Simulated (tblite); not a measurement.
Species: C₂H₁₁FNSi₃ (doublet state).
Z-matrix (Å and degrees, GFN2-xTB geometry), rows numbered from 1:
```
C 
Si  1  1.8195
Si  2  2.3403  1  111.26
C   3  1.9192  2  109.25  1    91.86
F   4  1.4061  3  107.15  2  -177.27
Si  4  1.9142  3  118.03  2   -55.15
N   6  1.7198  4  104.87  3   -43.54
H   1  1.0763  2  122.59  3    88.23
H   1  1.0764  2  122.01  3   -78.89
H   2  1.4705  1  110.49  3  -119.43
H   2  1.4729  1  111.00  3   121.27
H   3  1.4728  2  114.11  1  -149.24
H   3  1.4684  2  114.28  1   -27.89
H   4  1.0951  3  109.64  2    70.05
H   6  1.4622  4  109.56  3    70.58
H   6  1.4699  4  107.64  3  -168.42
H   7  1.0079  6  118.38  4   -45.41
H   7  1.0069  6  118.72  4   177.58
```

Computed geometry: GFN2-xTB, gas phase. This method treats the open shell by occupation alone, without spin polarisation.

Take the most abundant isotopes and a rigid rotor. The values belong to one conformer with, in the numbering `[CH2:1][SiH2:2][SiH2:3][C@@H:4]([F:5])[SiH2:6][NH2:7]`, H–C1–Si2–Si3 88° and -79°, C1–Si2–Si3–C4 92°, Si2–Si3–C4–F5 -177°, Si3–C4–Si6–N7 -44°, C4–Si6–N7–H -45° and 178°.

Problem. Give the principal moments of inertia and the rotational constants in GHz.

Solution. Ia = 282.15, Ib = 538.10, Ic = 700.75 u·Å²; 505379 MHz·u·Å²/I gives 1791, 939.2 and 721.2 MHz, that is A = 1.7912, B = 0.9392, C = 0.7212 GHz.

Problem. What kind of rotor is it?

Solution. An asymmetric top: κ = (2 × 939.2 − 1791 − 721.2)/(1791 − 721.2) = -0.59.

Problem. Is it planar, by Δ = Ic − Ia − Ib?

Solution. Not planar: Δ = Ic − Ia − Ib = -119.49 u·Å². For a rigid frame Δ = −2 Σ m c², so Σ m c² = 59.75 u·Å² lies off the ab plane: 19.30 from hydrogen and 40.45 from heavier atoms. The atom farthest from that plane is 1.89 Å away.

Problem. Give the other two planar moments, Paa and Pbb, and the rms extents of the mass along the axes.

Solution. Paa = Σ m a² = (Ib + Ic − Ia)/2 = 478.35 and Pbb = Σ m b² = (Ia + Ic − Ib)/2 = 222.40 u·Å². With the mass M = 152.02 u, the rms extents √(P/M) along a, b and c are 1.77, 1.21, 0.63 Å.

Problem. Give the coordinates in the principal-axis frame, origin at the centre of mass.

Solution. The sense of each axis is arbitrary; atoms in the order of the calculation.
```json
{"atom": "C1", "mass (u)": "12.000", "a (Å)": "-2.667", "b (Å)": "1.356", "c (Å)": "-0.406"}
{"atom": "Si2", "mass (u)": "27.977", "a (Å)": "-2.318", "b (Å)": "-0.209", "c (Å)": "0.453"}
{"atom": "Si3", "mass (u)": "27.977", "a (Å)": "-0.459", "b (Å)": "-1.288", "c (Å)": "-0.473"}
{"atom": "C4", "mass (u)": "12.000", "a (Å)": "1.122", "b (Å)": "-0.747", "c (Å)": "0.472"}
{"atom": "F5", "mass (u)": "18.998", "a (Å)": "2.215", "b (Å)": "-1.369", "c (Å)": "-0.157"}
{"atom": "Si6", "mass (u)": "27.977", "a (Å)": "1.498", "b (Å)": "1.125", "c (Å)": "0.599"}
{"atom": "N7", "mass (u)": "14.003", "a (Å)": "1.186", "b (Å)": "1.746", "c (Å)": "-0.974"}
{"atom": "H8", "mass (u)": "1.008", "a (Å)": "-3.299", "b (Å)": "1.412", "c (Å)": "-1.275"}
{"atom": "H9", "mass (u)": "1.008", "a (Å)": "-2.104", "b (Å)": "2.252", "c (Å)": "-0.210"}
{"atom": "H10", "mass (u)": "1.008", "a (Å)": "-3.463", "b (Å)": "-1.124", "c (Å)": "0.341"}
{"atom": "H11", "mass (u)": "1.008", "a (Å)": "-2.068", "b (Å)": "0.019", "c (Å)": "1.886"}
{"atom": "H12", "mass (u)": "1.008", "a (Å)": "-0.511", "b (Å)": "-2.758", "c (Å)": "-0.387"}
{"atom": "H13", "mass (u)": "1.008", "a (Å)": "-0.232", "b (Å)": "-0.989", "c (Å)": "-1.892"}
{"atom": "H14", "mass (u)": "1.008", "a (Å)": "1.112", "b (Å)": "-1.173", "c (Å)": "1.481"}
{"atom": "H15", "mass (u)": "1.008", "a (Å)": "0.533", "b (Å)": "1.758", "c (Å)": "1.497"}
{"atom": "H16", "mass (u)": "1.008", "a (Å)": "2.870", "b (Å)": "1.271", "c (Å)": "1.107"}
{"atom": "H17", "mass (u)": "1.008", "a (Å)": "1.544", "b (Å)": "1.238", "c (Å)": "-1.769"}
{"atom": "H18", "mass (u)": "1.008", "a (Å)": "1.285", "b (Å)": "2.735", "c (Å)": "-1.133"}
```

Problem. List the rotational levels J(Ka,Kc) to J = 4 (MHz).

Solution. Above 0(0,0):
J = 1: 1(0,1) 1660, 1(1,1) 2512, 1(1,0) 2730
J = 2: 2(0,2) 4944, 2(1,2) 5615, 2(1,1) 6269, 2(2,1) 8825, 2(2,0) 8862
J = 3: 3(0,3) 9785, 3(1,3) 10248, 3(1,2) 11552, 3(2,2) 13806, 3(2,1) 13984, 3(3,1) 18632, 3(3,0) 18636
J = 4: 4(0,4) 16109, 4(1,4) 16390, 4(1,3) 18543, 4(2,3) 20419, 4(2,2) 20914, 4(3,2) 25337, 4(3,1) 25364, 4(4,1) 32008, 4(4,0) 32009
Those of J = 1 are B + C, A + C and A + B.

For this open shell read J as N, the rotation without spin; fine and hyperfine splittings come on top. Its GFN2-xTB frequencies are all real (lowest 29 cm⁻¹). No vibrational averaging or centrifugal distortion is included, and the geometry carries the error of its method.

Hardware: Arm Neoverse V2, one thread, no GPU, on a shared host. Cost: 1.6 s wall. That covers the optimisation of the geometry.
